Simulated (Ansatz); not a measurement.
This geometry of CH₅GeNS (9 atoms, charge 0, multiplicity 1) is a first-order saddle point.

All numbers below come from Ansatz 0.2.0, RKS r2SCANh/def2-SVP.

```xyz
9
Properties=species:S:1:pos:R:3
N -0.023 0.853 -1.538
C 0.148 0.496 -0.342
S 1.361 1.291 0.807
Ge -0.912 -0.953 0.461
H 0.594 1.633 -1.797
H 2.401 0.563 0.350
H -1.923 -1.485 -0.555
H 0.060 -2.055 0.897
H -1.616 -0.389 1.699
```

Problem. Which two structures does it join? (They come from a converged band through this point; their orientation in space is the band's.)

Solution. No bond is made or broken.

First end point:

```xyz
9
Properties=species:S:1:pos:R:3
N 0.206 0.523 -1.760
C 0.332 0.446 -0.501
S 1.484 1.437 0.448
Ge -0.767 -0.915 0.408
H 0.821 1.225 -2.188
H 1.108 1.017 1.672
H -2.167 -0.889 -0.201
H -0.107 -2.280 0.192
H -0.822 -0.610 1.912
```

Last end point:

```xyz
9
Properties=species:S:1:pos:R:3
N 0.423 0.455 -1.482
C 0.296 0.334 -0.226
S 1.058 1.288 1.073
Ge -0.904 -1.099 0.414
H 1.056 1.213 -1.758
H 1.764 2.124 0.276
H -2.302 -0.819 -0.138
H -0.374 -2.428 -0.123
H -0.929 -1.113 1.947
```

Problem. How far does it lie above each of them?

Solution. 19.4 kJ/mol above the first and 21.2 kJ/mol above the second. This is the barrier of this one path; another mechanism may lie lower.

Time of the run: 8.4 min on 2 threads of AMD EPYC 9R14 (Zen 4) (shared host), peak memory 0.28 GiB.
